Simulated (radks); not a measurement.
Species: Fe22+. Configuration: [He] 2s2. Calculated with a radial shooting solver on a logarithmic mesh with Libxc functionals: scalar-relativistic Kohn-Sham, r2SCAN, spin-polarised, spherical densities, finite nucleus; meta-GGA in the generalised Kohn-Sham scheme; Fermi nuclear charge, rms radius 3.7377 fm.

Radial electron density D(r) = 4 pi r^2 rho(r):

```
   r/bohr * D(r) (the largest magnitude, 30, reaches the edge; | marks zero)
 0.003129 |  *
 0.003444 |  *
 0.003791 |   *
 0.004173 |   *
 0.004593 |    *
 0.005056 |     *
 0.005566 |      *
 0.006127 |       *
 0.006744 |         *
 0.007423 |          *
 0.008171 |            *
 0.008995 |              *
 0.009901 |                *
   0.0109 |                   *
    0.012 |                      *
  0.01321 |                         *
  0.01454 |                            *
    0.016 |                               *
  0.01761 |                                   *
  0.01939 |                                      *
  0.02134 |                                          *
  0.02349 |                                             *
  0.02586 |                                                *
  0.02846 |                                                   *
  0.03133 |                                                     *
  0.03449 |                                                      *
  0.03796 |                                                      *
  0.04179 |                                                     *
    0.046 |                                                   *
  0.05063 |                                                *
  0.05574 |                                            *
  0.06135 |                                       *
  0.06753 |                                  *
  0.07434 |                             *
  0.08183 |                       *
  0.09007 |                   *
  0.09915 |               *
   0.1091 |             *
   0.1201 |            *
   0.1322 |            *
   0.1456 |             *
   0.1602 |              *
   0.1764 |               *
   0.1942 |                *
   0.2137 |                *
   0.2352 |               *
    0.259 |              *
    0.285 |           *
   0.3138 |        *
   0.3454 |      *
   0.3802 |    *
   0.4185 |  *
   0.4606 |*
   0.5071 |*
   0.5582 *
   0.6144 *
   0.6763 *
   0.7444 *
   0.8195 *
```

D(r) has 2 maxima, at r = 0.0368, 0.205 bohr, and minima at 0.126 bohr, inside which lie 2.07 electrons.
